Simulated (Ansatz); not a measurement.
One change: `C[S][Hf]([F])([F])[F]` becomes `[NH2][Hf]([F])([F])[F]`.

Ansatz, PBE0-D4/def2-TZVP geometries, multiplicity 1. Each molecule was computed in one conformer, which needn't be the lowest.

Elements past krypton have def2 core potentials.

```
                                          property  `C[S][Hf]([F])([F])[F]`
             HOMO–LUMO gap (B3LYP/def2-TZVPP) / eV                     5.92
             HOMO energy (ωB97M-V/def2-TZVPP) / eV                    -9.75
                HOMO energy (PBE0/def2-TZVPP) / eV                    -7.61
             LUMO energy (ωB97M-V/def2-TZVPP) / eV                     0.66
size of the dipole moment (ωB97M-V/def2-TZVPP) / D                     1.60
                 LUMO energy (PBE/def2-TZVPP) / eV                    -2.08
```

Q: What does the change do to each property? (Best estimate.)

A: Computed: 
| property | `[NH2][Hf]([F])([F])[F]` | shift |
| --- | --- | --- |
| HOMO–LUMO gap (B3LYP/def2-TZVPP) / eV | 6.96 | 1.04 |
| HOMO energy (ωB97M-V/def2-TZVPP) / eV | -10.51 | -0.76 |
| HOMO energy (PBE0/def2-TZVPP) / eV | -8.14 | -0.53 |
| LUMO energy (ωB97M-V/def2-TZVPP) / eV | 0.61 | -0.05 |
| size of the dipole moment (ωB97M-V/def2-TZVPP) / D | 2.35 | 0.75 |
| LUMO energy (PBE/def2-TZVPP) / eV | -1.40 | 0.68 |

With PBE0 the HOMO falls by 0.53 eV and the LUMO rises by 0.61 eV, so the gap widens by about 1.14 eV. PBE moves the HOMO by -0.28 eV and ωB97M-V by -0.76 eV. Dipoles are sizes alone; their direction can turn.

B3LYP here is the variant with VWN-RPA as its local correlation; programs differ in this.
